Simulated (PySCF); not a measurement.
C2H7GaO2Se (SMILES C[O][Ga]([SeH])[O]C), singlet, at a GFN2-xTB geometry (such geometries of metal compounds can be far from the true shape); CASCI(6,6)/STO-3G (PySCF).

PySCF was given this input:
```python
from pyscf import gto, scf, mcscf
import numpy

mol = gto.M(
    atom='''
Ga   -0.142160    0.080413   -0.356181
O     0.263918    1.601468   -1.138791
C    -0.053828    2.211827   -2.377649
H    -0.555754    3.162344   -2.180286
H     0.874385    2.398072   -2.923632
H    -0.706528    1.583790   -2.987677
O    -1.193791   -1.053519   -1.213585
C    -1.749176   -2.330539   -0.969134
H    -1.456023   -2.730816    0.006414
H    -2.838789   -2.254080   -1.004513
H    -1.409145   -3.018086   -1.747602
Se    0.803319   -0.188319    1.739141
H     1.442987    1.097488    1.647810
''',
    basis='sto-3g',
    charge=0,
    spin=0,
    verbose=4,
)

mf = scf.RHF(mol)
mf.kernel()
mc = mcscf.CASCI(mf, 6, 6)
mc.fix_spin_(ss=0.0)
mc.kernel()
occ = numpy.linalg.eigvalsh(mc.fcisolver.make_rdm1(mc.ci, mc.ncas, mc.nelecas))[::-1]
ss = mc.fcisolver.spin_square(mc.ci, mc.ncas, mc.nelecas)[0]
print('natural occupations', occ.round(4), ' <S^2>', round(ss, 4))
```

It wrote (shortened):

```
PySCF version 2.14.0

[INPUT] verbose = 4
[INPUT] num. atoms = 13
[INPUT] num. electrons = 100
[INPUT] charge = 0
[INPUT] spin (= nelec alpha-beta = 2S) = 0
[INPUT] symmetry False subgroup None
[INPUT] Mole.unit = angstrom
[INPUT] Symbol           X                Y                Z      unit          X                Y                Z       unit  Magmom
[INPUT]  1 Ga    -0.142160000000   0.080413000000  -0.356181000000 AA   -0.268643465868   0.151958546855  -0.673084540774 Bohr   0.0
[INPUT]  2 O      0.263918000000   1.601468000000  -1.138791000000 AA    0.498732739343   3.026335917255  -2.152003103120 Bohr   0.0
[INPUT]  3 C     -0.053828000000   2.211827000000  -2.377649000000 AA   -0.101720177833   4.179747264918  -4.493105430346 Bohr   0.0
[INPUT]  4 H     -0.555754000000   3.162344000000  -2.180286000000 AA   -1.050222852632   5.975964071662  -4.120143413223 Bohr   0.0
[INPUT]  5 H      0.874385000000   2.398072000000  -2.923632000000 AA    1.652348177428   4.531699306988  -5.524863769014 Bohr   0.0
[INPUT]  6 H     -0.706528000000   1.583790000000  -2.987677000000 AA   -1.335144419337   2.992929338825  -5.645891278662 Bohr   0.0
[INPUT]  7 O     -1.193791000000  -1.053519000000  -1.213585000000 AA   -2.255938039971  -1.990862377026  -2.293343278880 Bohr   0.0
[INPUT]  8 C     -1.749176000000  -2.330539000000  -0.969134000000 AA   -3.305463583662  -4.404080432618  -1.831397838004 Bohr   0.0
[INPUT]  9 H     -1.456023000000  -2.730816000000   0.006414000000 AA   -2.751484701068  -5.160494336580   0.012120703363 Bohr   0.0
[INPUT] 10 H     -2.838789000000  -2.254080000000  -1.004513000000 AA   -5.364533735428  -4.259593862860  -1.898254458565 Bohr   0.0
[INPUT] 11 H     -1.409145000000  -3.018086000000  -1.747602000000 AA   -2.662898119800  -5.703355960384  -3.302489154742 Bohr   0.0
[INPUT] 12 Se     0.803319000000  -0.188319000000   1.739141000000 AA    1.518052900659  -0.355871334052   3.286500182002 Bohr   0.0
[INPUT] 13 H      1.442987000000   1.097488000000   1.647810000000 AA    2.726850231308   2.073951744997   3.113909605320 Bohr   0.0

nuclear repulsion = 763.98794881982
number of shells = 35
number of NR pGTOs = 189
number of NR cGTOs = 63
basis = sto-3g
ecp = {}

******** <class 'pyscf.scf.hf.RHF'> ********
method = RHF
initial guess = minao
damping factor = 0
level_shift factor = 0
DIIS = <class 'pyscf.scf.diis.CDIIS'>
diis_start_cycle = 1
diis_space = 8
diis_damp = 0
SCF conv_tol = 1e-09
SCF conv_tol_grad = None
SCF max_cycles = 50
direct_scf = True
direct_scf_tol = 1e-13
Set gradient conv threshold to 3.16228e-05
Initial guess from minao.
init E= -4495.68682291401
  HOMO = -0.568747966603824  LUMO = -0.363562369019151  gap/eV = 5.58338
cycle= 1 E= -4500.8482936773  delta_E= -5.16  |g|= 0.724  |ddm|= 4.32
  HOMO = -0.0734514186617538  LUMO = 0.320011033385226  gap/eV = 10.70666
cycle= 2 E= -4501.07157497407  delta_E= -0.223  |g|= 0.188  |ddm|= 1.37
  HOMO = -0.225995210407885  LUMO = 0.245075697109776  gap/eV = 12.81849
cycle= 3 E= -4501.08665861803  delta_E= -0.0151  |g|= 0.0618  |ddm|= 0.378
  HOMO = -0.26197246278005  LUMO = 0.231225875127655  gap/eV = 13.42061
cycle= 4 E= -4501.08828024041  delta_E= -0.00162  |g|= 0.0141  |ddm|= 0.103
  HOMO = -0.264508176925357  LUMO = 0.229626828429395  gap/eV = 13.44610
cycle= 5 E= -4501.08843997772  delta_E= -0.00016  |g|= 0.00394  |ddm|= 0.0455
  HOMO = -0.264830754368856  LUMO = 0.229270292123291  gap/eV = 13.44517
cycle= 6 E= -4501.0884550769  delta_E= -1.51e-05  |g|= 0.00173  |ddm|= 0.0128
  HOMO = -0.264972904702887  LUMO = 0.229140940400659  gap/eV = 13.44552
cycle= 7 E= -4501.08845993607  delta_E= -4.86e-06  |g|= 0.000573  |ddm|= 0.0102
  HOMO = -0.264951521092969  LUMO = 0.229052965090137  gap/eV = 13.44255
cycle= 8 E= -4501.08846048264  delta_E= -5.47e-07  |g|= 0.000135  |ddm|= 0.00395
  HOMO = -0.264957046182657  LUMO = 0.229067139392329  gap/eV = 13.44308
cycle= 9 E= -4501.08846050736  delta_E= -2.47e-08  |g|= 5.94e-05  |ddm|= 0.000681
  HOMO = -0.264950374256112  LUMO = 0.229065952863743  gap/eV = 13.44287
cycle= 10 E= -4501.08846051211  delta_E= -4.75e-09  |g|= 3.09e-05  |ddm|= 0.000262
  HOMO = -0.264949380759253  LUMO = 0.22906406763459  gap/eV = 13.44279
cycle= 11 E= -4501.08846051386  delta_E= -1.75e-09  |g|= 1.31e-05  |ddm|= 0.000184
  HOMO = -0.264950982449087  LUMO = 0.229065553782129  gap/eV = 13.44287
cycle= 12 E= -4501.08846051415  delta_E= -2.91e-10  |g|= 4.58e-06  |ddm|= 9.07e-05
  HOMO = -0.264950836984527  LUMO = 0.229064882140338  gap/eV = 13.44285
Extra cycle  E= -4501.08846051419  delta_E= -3.82e-11  |g|= 2.93e-06  |ddm|= 1.5e-05
converged SCF energy = -4501.08846051419

******** <class 'pyscf.mcscf.casci.CASCI'> ********
CAS (3e+3e, 6o), ncore = 47, nvir = 10
natorb = False
canonicalization = True
sorting_mo_energy = False
******** <class 'pyscf.fci.addons.SpinPenaltyFCISolver'> ********
max. cycles = 200
conv_tol = 1e-08
davidson only = True
linear dependence = 1e-12
level shift = 0.001
max iter space = 12
nroots = 1
pspace_size = 400
spin = None
Density matrix diagonal elements [1.99209640e+00 1.99209529e+00 1.99531138e+00 1.19996207e-02
 7.53530667e-03 9.62006640e-04]
CASCI converged
CASCI E = -4501.09551228990  E(CI) = -6.06572721175689  S^2 = 0.0000000
natural occupations [1.9957e+00 1.9922e+00 1.9918e+00 1.1900e-02 7.5000e-03 9.0000e-04]  <S^2> 0.0
```
